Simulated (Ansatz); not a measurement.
Born–Oppenheimer molecular dynamics of Cl$_{2}$F$_{4}$Mo (7 atoms, charge 0, multiplicity 1). It starts from a relaxed structure.

These are results of RKS r2SCAN-D4/def2-SVP (Ansatz 0.2.0), not measurements.

* ensemble: NVE (velocity Verlet)
* time step: 2 fs
* steps asked: 100
* starting velocities drawn for: 300 K
* seed: 74905

First frame:

```xyz
7
Properties=species:S:1:pos:R:3
Mo 0.043 0.000 0.043
Cl -0.022 0.000 2.319
Cl 2.319 0.000 -0.022
F 0.004 1.835 0.004
F -1.799 0.000 -0.009
F 0.004 -1.835 0.004
F -0.009 0.000 -1.799
```

(1) How far do the bonds stretch over the last three quarters of this one trajectory? (Pairs bonded in most of those frames.)

Answers

(1) 
```json
{"bond": "Mo1–Cl2", "mean (Å)": "2.282", "spread (Å)": "0.047", "shortest": "2.22", "longest": "2.35"}
{"bond": "Mo1–Cl3", "mean (Å)": "2.285", "spread (Å)": "0.064", "shortest": "2.20", "longest": "2.38"}
{"bond": "Mo1–F4", "mean (Å)": "1.835", "spread (Å)": "0.020", "shortest": "1.80", "longest": "1.87"}
{"bond": "Mo1–F5", "mean (Å)": "1.843", "spread (Å)": "0.014", "shortest": "1.82", "longest": "1.87"}
{"bond": "Mo1–F6", "mean (Å)": "1.836", "spread (Å)": "0.009", "shortest": "1.82", "longest": "1.85"}
{"bond": "Mo1–F7", "mean (Å)": "1.841", "spread (Å)": "0.015", "shortest": "1.82", "longest": "1.87"}
```

Mean temperature of the second half: 147 K. The conserved energy stayed within 0.15 meV per atom of its start (net change 0.11 meV per atom), so the integration is sound. Over the second half the temperature averaged 0.49 of the 300 K drawn at the start: a run that starts near a minimum puts about half its kinetic energy into the potential. A run of 0.2 ps of so small a system gives no equilibrium averages.

Time of the run: 6.9 min on 4 threads of Arm Neoverse V1, with other jobs on the host, peak memory 0.24 GiB.
